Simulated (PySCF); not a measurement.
SMILES C(/C=C\C=O)=C/C=C\[O-], [C7H7O2]-, charge -1

Geometry:
```tsv
atom	x (Å)	y (Å)	z (Å)
O1	4.228	-0.819	-1.172
C2	3.041	-0.700	-0.880
C3	2.199	0.412	-1.195
C4	0.857	0.538	-0.859
C5	0.002	-0.331	-0.164
C6	-1.350	-0.075	0.109
C7	-2.152	1.016	-0.204
C8	-3.528	1.065	0.181
O9	-4.174	0.221	0.799
H10	2.533	-1.526	-0.310
H11	2.685	1.222	-1.750
H12	0.386	1.473	-1.193
H13	0.403	-1.282	0.198
H14	-1.890	-0.854	0.664
H15	-1.758	1.876	-0.755
H16	-4.047	2.015	-0.144
```

Total charge -1.

Theory: PySCF, quadratic response CAM-B3LYP/aug-cc-pVDZ first hyperpolarisability, Taylor convention, gas phase. Geometry: PBE0-D3(BJ)/def2-SVP.

For a gas-phase anion, states above the detachment energy (about 2.4 eV, taken as minus the energy of the highest occupied orbital) lie in the continuum and depend on the basis.

(1) Give the tensor of the second harmonic β(−2ω;ω,ω) at 1907 nm in the axes of these coordinates.

## Answers

(1) In au, Taylor convention; rows are the first index (the induced dipole):
|  | xx | yy | zz | xy | xz | yz |
| --- | --- | --- | --- | --- | --- | --- |
| x | +109.4 | -31.0 | +133.3 | -39.0 | +79.7 | +64.5 |
| y | -42.0 | -252.3 | -145.0 | -40.5 | +51.5 | -35.7 |
| z | +69.8 | -39.9 | +128.9 | +49.8 | +101.4 | -151.6 |

Norm of βᵢ = ⅓ Σⱼ (βᵢⱼⱼ + βⱼᵢⱼ + βⱼⱼᵢ): 507.2 au, hyper-Rayleigh value 208.0 au.
